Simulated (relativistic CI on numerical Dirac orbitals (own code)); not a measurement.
# Zr²⁶⁺: computed level list

Calculated at this level of theory: Dirac-Coulomb-Breit CI, orbitals from a KLI potential per configuration, model QED (radiative potential, 1s self-energy scaled to tabulated hydrogen-like ionisation energies), unscaled Slater integrals (own radial code, finite nucleus).

CI space (outside the closed core [Ne]): 3s2 3p2, 3s 3p3, 3s2 3p 3d, 3p4, 3s 3p2 3d, 3p3 3d, 3s 3p 3d2, 3s2 3d 4p, 3p3 4s, 3s 3p 3d 4s, 3s2 3p 4s, 3p3 4p, 3s2 3p 4p, 3s2 3p 4d, 3s 3p2 4s, 3p2 3d 4p, 3s2 3p 4f, 3s 3p2 4p, 3s 3p2 4d, 3s 3p2 4f, 3s2 3p 5s, 3s2 3p 5p, 3s2 4s 4p, 3s2 3p 5d, 3s2 3p 5f, 3s2 3p 5g, 3s 3p 4s2, 3s 3p2 5s, 3s2 3d2, 3s 3d3, 3p2 3d2, 3p 3d3, 3p 3d2 4s, 3p 3d2 4p, 3p 3d2 4d, 3s2 3d 4s, 3s 3d2 4s, 3s 3p 3d 4p, 3s 3d2 4p, 3s 3d 4s 4p, 3s 3d 4p2, 3s 3d 4p 4d, 3p2 3d 4s, 3p 3d 4s2, 3p 3d 4s 4p, 3p 3d 4s 4d, 3s2 4s2, 3s 3d 4s2, 3s2 4p2, 3s 3p 4s 4p, 3s 4s2 4p, 3s 4s 4p2, 3s 4s 4p 4d. Double excitations out of closed p, d and f shells are left out; levels of such configurations are missing from the list, as are those of other unlisted configurations, and high levels can miss mixing partners. These lack a partner that the ground configuration has and come out too high: 3s 3p2 4d, 3s 3p2 4f, 3s 3p2 5s, 3s2 3p 4f, 3s2 3p 5s.

The lowest level is 3s2 3p2 3P_0, with 80 % of that term; Hund's rules for 3s2 3p2 give 3P with J = 0, in agreement.

```tsv
No.	Configuration	Term	J	E (cm⁻¹)	%	Lifetime (s)	jj configuration (%)
1	3s2 3p2	3P	0	0	80		3p1/2^2 (95)
2	3s2 3p2	3P	1	122889	98	3.68e-05	3p1/2 3p3/2 (98)
3	3s2 3p2	3P	2	156010	51	3.44e-03	3p1/2 3p3/2 (94)
4	3s2 3p2	1D	2	304901	51	1.39e-05	3p3/2^2 (94)
5	3s2 3p2	1S	0	386333	79	5.59e-06	3p3/2^2 (94)
6	3s 3p3(4S°)	5S°	2	610256	77	7.75e-10	3s 3p3/2 (66)
7	3s 3p3(2D°)	3D°	1	730477	61	6.56e-11	3s 3p3/2 (64)
8	3s 3p3(2D°)	3D°	2	758964	59	1.80e-10	3s 3p1/2 3p3/2^2 (69)
9	3s 3p3(2D°)	3D°	3	802882	87	2.25e-10	3s 3p1/2 3p3/2^2 (87)
10	3s2 3p 3d	1D°	2	873519	28	1.04e-10	3s 3p1/2 3p3/2^2 (39)
11	3s 3p3(2P°)	3P°	0	877168	89	5.27e-11	3s 3p1/2 3p3/2^2 (89)
12	3s 3p3(2P°)	3P°	1	892971	63	3.72e-11	3s 3p1/2 3p3/2^2 (71)
13	3s2 3p 3d	3F°	2	954391	58	7.63e-11	3p1/2 3d3/2 (50)
14	3s 3p3(4S°)	3S°	1	1002200	52	5.91e-12	3s 3p1/2 3p3/2^2 (66)
15	3s 3p3(2P°)	3P°	2	1004441	29	5.60e-11	3s 3p3/2^3 (41)
16	3s2 3p 3d	3F°	3	1011762	87	7.86e-11	3p1/2 3d5/2 (71)
17	3s2 3p 3d	3P°	2	1078562	51	8.13e-12	3p1/2 3d5/2 (68)
18	3s2 3p 3d	3D°	1	1079391	43	5.79e-12	3p1/2 3d3/2 (81)
19	3s2 3p 3d	3F°	4	1119843	98	3.76e-05	3p3/2 3d5/2 (98)
20	3s 3p3(2P°)	1P°	1	1152698	37	6.06e-12	3s 3p3/2^3 (40)
21	3s2 3p 3d	3D°	2	1186595	42	5.07e-12	3p3/2 3d3/2 (67)
22	3s2 3p 3d	3P°	0	1194468	88	7.14e-12	3p3/2 3d3/2 (88)
23	3s2 3p 3d	3D°	3	1197731	68	6.31e-12	3p3/2 3d3/2 (44)
24	3s2 3p 3d	3P°	1	1218172	53	6.85e-12	3p3/2 3d3/2 (51)
25	3s2 3p 3d	3P°	2	1237496	35	7.10e-12	3p3/2 3d5/2 (61)
26	3s2 3p 3d	1F°	3	1292341	81	6.51e-12	3p3/2 3d5/2 (59)
27	3s2 3p 3d	1P°	1	1337750	70	6.84e-12	3p3/2 3d5/2 (68)
28	3p4	3P	2	1407893	31	6.51e-11	3p3/2^2 (41)
29	3s 3p2(3P)<4P> 3d	5F	1	1413789	79	3.66e-10	3s 3p1/2^2 3d3/2 (69)
30	3s 3p2(3P)<4P> 3d	5F	2	1440399	59	7.47e-11	3s 3p1/2 3p3/2 3d3/2 (27)
31	3s 3p2(3P)<4P> 3d	5F	3	1468834	58	1.37e-10	3s 3p1/2^2 3d5/2 (52)
32	3p4	3P	0	1498719	28	4.25e-11	3s 3p1/2 3p3/2 3d3/2 (46)
33	3s 3p2(3P)<4P> 3d	5D	1	1513002	46	1.83e-10	3s 3p1/2 3p3/2 3d3/2 (76)
34	3s 3p2(3P)<4P> 3d	5D	2	1526763	41	1.11e-10	3s 3p1/2 3p3/2 3d3/2 (72)
35	3s 3p2(3P)<4P> 3d	5F	4	1533302	79	3.09e-09	3s 3p1/2 3p3/2 3d5/2 (79)
36	3s 3p2(3P)<4P> 3d	5D	0	1533970	68	4.50e-11	3s 3p1/2 3p3/2 3d3/2 (57)
37	3s 3p2(3P)<4P> 3d	5F	3	1536076	31	8.91e-11	3s 3p1/2 3p3/2 3d3/2 (62)
38	3s 3p2(3P)<4P> 3d	5D	1	1558832	37	3.83e-11	3s 3p1/2 3p3/2 3d5/2 (35)
39	3p4	1D	2	1563719	33	6.11e-11	3p1/2 3p3/2^3 (32)
40	3s 3p2(3P)<4P> 3d	5D	4	1566658	48	9.58e-10	3s 3p1/2 3p3/2 3d5/2 (48)
41	3s 3p2(3P)<4P> 3d	3F	2	1572493	48	5.08e-11	3s 3p1/2 3p3/2 3d5/2 (54)
42	3s 3p2(3P)<4P> 3d	5F	5	1585560	86	9.99e-10	3s 3p1/2 3p3/2 3d5/2 (70)
43	3s 3p2(1D)<2D> 3d	3F	3	1612044	46	1.80e-11	3s 3p1/2 3p3/2 3d5/2 (61)
44	3s 3p2(3P)<4P> 3d	5D	3	1643472	34	1.43e-11	3s 3p1/2 3p3/2 3d5/2 (50)
45	3s 3p2(3P)<4P> 3d	5P	2	1648888	70	8.29e-12	3s 3p1/2 3p3/2 3d3/2 (41)
```

Energies count from the lowest computed level; ° marks odd parity; lifetimes are radiative, by E1, M1, E2, M2, E3 decay to levels of this space only. Percentages are summed over parent terms; the parents shown are those of the largest component, closed shells are left out there, and <> holds an intermediate term. Filled j subshells are mostly left out of the jj labels.

The mean weight of the leading LS term, summed over parents, in these 45 levels is 59 %, and that of the leading jj configuration (from the same eigenvectors) 64 %.

At this charge energies of transitions that change n are usually good to better than 1 %, and those within a shell (Δn = 0) to a few per cent.

LS names give the leading component of a level, which can be under half, so a name can repeat, a term be missing and a line seem to break the LS rules.
